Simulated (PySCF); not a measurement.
C₂H₆FNOSi, SMILES N[Si]1(F)COC1.

Geometry optimised at ωB97X-D3(BJ)/def2-SVP. This is a generated structure with no PubChem entry under its InChIKey; it may be hypothetical. The values are those of a single conformer.

Method: TDDFT-ωB97X/def2-SVPD (PySCF).

Vertical excitations. 

```json
[
 {"state": "S1", "energy (eV)": "7.12", "λ (nm)": "174", "f": "0.013", "main pairs": "HOMO→LUMO+1 53 %, HOMO→LUMO 22 %"},
 {"state": "S2", "energy (eV)": "7.32", "λ (nm)": "169", "f": "0.044", "main pairs": "HOMO−1→LUMO 58 %, HOMO−2→LUMO 12 %"},
 {"state": "S3", "energy (eV)": "7.77", "λ (nm)": "160", "f": "0.052", "main pairs": "HOMO→LUMO 56 %, HOMO→LUMO+1 24 %"},
 {"state": "S4", "energy (eV)": "7.98", "λ (nm)": "155", "f": "0.003", "main pairs": "HOMO→LUMO+2 37 %, HOMO−3→LUMO 32 %"},
 {"state": "S5", "energy (eV)": "8.21", "λ (nm)": "151", "f": "0.003", "main pairs": "HOMO→LUMO+2 41 %, HOMO−3→LUMO 23 %, HOMO−3→LUMO+1 11 %"},
 {"state": "S6", "energy (eV)": "8.26", "λ (nm)": "150", "f": "0.070", "main pairs": "HOMO−2→LUMO 26 %, HOMO−2→LUMO+1 23 %, HOMO−1→LUMO+1 11 %, HOMO−1→LUMO 6 %"},
 {"state": "S7", "energy (eV)": "8.47", "λ (nm)": "146", "f": "0.019", "main pairs": "HOMO→LUMO+5 27 %, HOMO→LUMO+3 23 %, HOMO→LUMO+4 19 %, HOMO−2→LUMO+1 6 %"},
 {"state": "S8", "energy (eV)": "8.50", "λ (nm)": "146", "f": "0.004", "main pairs": "HOMO−1→LUMO+2 40 %, HOMO−1→LUMO+6 19 %"},
 {"state": "S9", "energy (eV)": "8.76", "λ (nm)": "142", "f": "0.047", "main pairs": "HOMO−2→LUMO 29 %, HOMO−2→LUMO+1 25 %, HOMO−1→LUMO 12 %, HOMO−3→LUMO+2 11 %"},
 {"state": "S10", "energy (eV)": "8.80", "λ (nm)": "141", "f": "0.069", "main pairs": "HOMO−3→LUMO+1 46 %, HOMO−3→LUMO 12 %, HOMO−2→LUMO+1 9 %, HOMO−2→LUMO+2 7 %"},
 {"state": "T1", "energy (eV)": "6.68", "λ (nm)": "186", "f": "0", "main pairs": "HOMO→LUMO+1 47 %, HOMO→LUMO 21 %, HOMO→LUMO+3 11 %"},
 {"state": "T2", "energy (eV)": "7.00", "λ (nm)": "177", "f": "0", "main pairs": "HOMO−1→LUMO 60 %, HOMO−2→LUMO 13 %"},
 {"state": "T3", "energy (eV)": "7.57", "λ (nm)": "164", "f": "0", "main pairs": "HOMO→LUMO 21 %, HOMO−2→LUMO 19 %, HOMO→LUMO+1 12 %, HOMO−2→LUMO+1 8 %"},
 {"state": "T4", "energy (eV)": "7.65", "λ (nm)": "162", "f": "0", "main pairs": "HOMO−3→LUMO 34 %, HOMO→LUMO+2 17 %, HOMO−3→LUMO+1 8 %, HOMO−3→LUMO+3 5 %"}
]
```
Triplets are in the Tamm–Dancoff approximation, which puts them higher than full response would, so one can lie above its singlet here.
